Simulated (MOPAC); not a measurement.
MOPAC input (AM1):

```
AM1 PRECISE GNORM=0.05 LET XYZ CHARGE=1 GEO-OK AUX(PRECISION=9) THREADS=1
C5H11O

C     2.66833323 1    0.64000169 1   -0.50376979 1
C     1.49614703 1   -0.14885321 1    0.07224085 1
C     0.16098951 1    0.46573101 1   -0.34471914 1
C    -1.06440459 1   -0.18465485 1    0.12773369 1
O    -0.94124666 1   -1.35798936 1    0.61776455 1
C    -2.38068428 1    0.47285149 1    0.06617746 1
H     2.65923635 1    1.67618312 1   -0.16075641 1
H     2.64794578 1    0.64338981 1   -1.59512356 1
H     3.61173823 1    0.19550606 1   -0.19064570 1
H     1.53937031 1   -1.18639894 1   -0.26229280 1
H     1.55355509 1   -0.16711335 1    1.16287367 1
H     0.05317962 1    0.46418948 1   -1.44495238 1
H     0.08462130 1    1.53058405 1   -0.09115576 1
H    -2.43942327 1    1.15065539 1   -0.78458676 1
H    -2.47171302 1    1.09149905 1    0.96999171 1
H    -3.20865767 1   -0.23656138 1    0.05249095 1
H    -1.78216476 1   -1.76847534 1    0.89606205 1
```

Output:

```
 *******************************************************************************
 **                                                                           **
 **                              MOPAC v23.2.5                                **
 **                                                                           **
 *******************************************************************************
 ** MOPAC's Digital Object Identifier: https://doi.org/10.5281/zenodo.6511958 **
 **                                                                           **
 ** Please cite the open-source release paper for use of this MOPAC version:  **
 ** J. E. Moussa and J. J. P. Stewart (2026)                                  **
 ** MOPAC: An open-source semiempirical molecular orbital program             **
 ** J. Open Source Softw., 11(119), 8025, https://doi.org/10.21105/joss.08025 **
 *******************************************************************************

                              AM1 CALCULATION RESULTS

 *******************************************************************************
 *  AM1        - The AM1 Hamiltonian to be used
 *  GEO-OK     - OVERRIDE INTERATOMIC DISTANCE AND OTHER SAFETY CHECKS
 *
 *
 *
 *                 CHARGE ON SYSTEM = +1
 *
 *
 *
 *  LET        - OVERRIDE SOME SAFETY CHECKS
 *  PRECISE    - TIGHTER CRITERIA TO BE USED
 *  XYZ        - CARTESIAN COORDINATE SYSTEM TO BE USED
 *  GNORM      - EXIT WHEN GRADIENT NORM DROPS BELOW 0.050
 *  AUX        - OUTPUT AUXILIARY INFORMATION
 *******************************************************************************
AM1 PRECISE GNORM=0.05 LET XYZ CHARGE=1 GEO-OK AUX(PRECISION=9) THREADS=1
 C5H11O

   ATOM   CHEMICAL          X               Y               Z
  NUMBER   SYMBOL      (ANGSTROMS)     (ANGSTROMS)     (ANGSTROMS)

     1       C          2.66833323  *   0.64000169  *  -0.50376979  *
     2       C          1.49614703  *  -0.14885321  *   0.07224085  *
     3       C          0.16098951  *   0.46573101  *  -0.34471914  *
     4       C         -1.06440459  *  -0.18465485  *   0.12773369  *
     5       O         -0.94124666  *  -1.35798936  *   0.61776455  *
     6       C         -2.38068428  *   0.47285149  *   0.06617746  *
     7       H          2.65923635  *   1.67618312  *  -0.16075641  *
     8       H          2.64794578  *   0.64338981  *  -1.59512356  *
     9       H          3.61173823  *   0.19550606  *  -0.19064570  *
    10       H          1.53937031  *  -1.18639894  *  -0.26229280  *
    11       H          1.55355509  *  -0.16711335  *   1.16287367  *
    12       H          0.05317962  *   0.46418948  *  -1.44495238  *
    13       H          0.08462130  *   1.53058405  *  -0.09115576  *
    14       H         -2.43942327  *   1.15065539  *  -0.78458676  *
    15       H         -2.47171302  *   1.09149905  *   0.96999171  *
    16       H         -3.20865767  *  -0.23656138  *   0.05249095  *
    17       H         -1.78216476  *  -1.76847534  *   0.89606205  *

          CARTESIAN COORDINATES

    NO.       ATOM           X           Y           Z

     1         C          2.6683      0.6400     -0.5038
[...]
     3       C          0.16434680  *   0.51140419  *  -0.35073805  *
     4       C         -1.05538042  *  -0.16926887  *   0.13490971  *
     5       O         -0.88914114  *  -1.36497425  *   0.64787468  *
     6       C         -2.37845838  *   0.46422151  *   0.05021528  *
     7       H          2.65292997  *   1.66177348  *  -0.10369167  *
     8       H          2.61249297  *   0.65324776  *  -1.61152349  *
     9       H          3.59353833  *   0.11567914  *  -0.18655732  *
    10       H          1.48633443  *  -1.20813505  *  -0.33566452  *
    11       H          1.53128818  *  -0.20763574  *   1.16985080  *
    12       H          0.09181447  *   0.55675029  *  -1.48113431  *
    13       H          0.13968895  *   1.58118144  *   0.01252628  *
    14       H         -2.46343241  *   1.09321594  *  -0.87756936  *
    15       H         -2.51392179  *   1.15745949  *   0.93133210  *
    16       H         -3.21885657  *  -0.27865397  *   0.06270490  *
    17       H         -1.73054602  *  -1.78291004  *   0.94900594  *

                             CARTESIAN COORDINATES

   1    C        2.642150617     0.615703552    -0.495479046
   2    C        1.466807160    -0.154008364     0.050557787
   3    C        0.164346796     0.511404186    -0.350738053
   4    C       -1.055380423    -0.169268875     0.134909706
   5    O       -0.889141141    -1.364974255     0.647874676
   6    C       -2.378458383     0.464221510     0.050215283
   7    H        2.652929968     1.661773484    -0.103691672
   8    H        2.612492971     0.653247760    -1.611523488
   9    H        3.593538331     0.115679137    -0.186557315
  10    H        1.486334426    -1.208135054    -0.335664516
  11    H        1.531288182    -0.207635740     1.169850798
  12    H        0.091814474     0.556750287    -1.481134313
  13    H        0.139688948     1.581181436     0.012526276
  14    H       -2.463432406     1.093215944    -0.877569358
  15    H       -2.513921789     1.157459485     0.931332101
  16    H       -3.218856573    -0.278653973     0.062704898
  17    H       -1.730546017    -1.782910043     0.949005944

           Empirical Formula: C5 H11 O  =    17 atoms

      MOLECULAR POINT GROUP   :   C1

                  EIGENVALUES
 -47.10147 -40.66364 -37.59235 -33.10375 -28.47749 -26.70315 -24.13818 -22.54221
 -22.27968 -19.97857 -19.46691 -19.05399 -18.99731 -18.37385 -17.42337 -16.79138
 -15.87278 -15.43588  -6.58041  -3.82543  -2.87002  -2.29645  -1.47584  -1.25870
  -1.18895  -0.91412  -0.73487  -0.48886  -0.17971   0.22742   0.57059   0.82295
   1.32971   1.37426   1.76098

              NET ATOMIC CHARGES AND DIPOLE CONTRIBUTIONS

  ATOM NO.   TYPE          CHARGE      No. of ELECS.   s-Pop       p-Pop
    1          C          -0.222673        4.2227     1.22492     2.99775
    2          C          -0.162578        4.1626     1.21857     2.94401
    3          C          -0.209227        4.2092     1.23118     2.97804
    4          C           0.340257        3.6597     1.29191     2.36783
    5          O          -0.117722        6.1177     1.84782     4.26990
    6          C          -0.329689        4.3297     1.23736     3.09233
    7          H           0.090247        0.9098     0.90975
    8          H           0.090534        0.9095     0.90947
    9          H           0.115762        0.8842     0.88424
   10          H           0.110723        0.8893     0.88928
   11          H           0.106789        0.8932     0.89321
   12          H           0.184084        0.8159     0.81592
   13          H           0.173971        0.8260     0.82603
   14          H           0.179874        0.8201     0.82013
   15          H           0.191929        0.8081     0.80807
   16          H           0.154697        0.8453     0.84530
   17          H           0.303023        0.6970     0.69698
 DIPOLE           X         Y         Z       TOTAL
 POINT-CHG.    -4.783     0.229     0.333     4.800
 HYBRID        -0.942    -0.229     0.198     0.989
 SUM           -5.725    -0.000     0.531     5.750

          ATOMIC ORBITAL ELECTRON POPULATIONS

     Atom    s        px        py        pz
    1  C   1.22492   0.96928   1.00759   1.02088
    2  C   1.21857   0.89855   1.00964   1.03582
    3  C   1.23118   0.91145   1.02022   1.04637
    4  C   1.29191   1.00832   0.78488   0.57462
    5  O   1.84782   1.43294   1.25739   1.57957
    6  C   1.23736   0.91172   1.06972   1.11089
    7  H   0.90975
    8  H   0.90947
    9  H   0.88424
   10  H   0.88928
   11  H   0.89321
   12  H   0.81592
   13  H   0.82603
   14  H   0.82013
   15  H   0.80807
   16  H   0.84530
   17  H   0.69698

 **********************
 *                    *
 * JOB ENDED NORMALLY *
 *                    *
 **********************

 == MOPAC DONE ==
```

The dipole moment of an ion depends on the origin.

The geometry given is a B3LYP-D3(BJ)/def2-TZVP minimum.
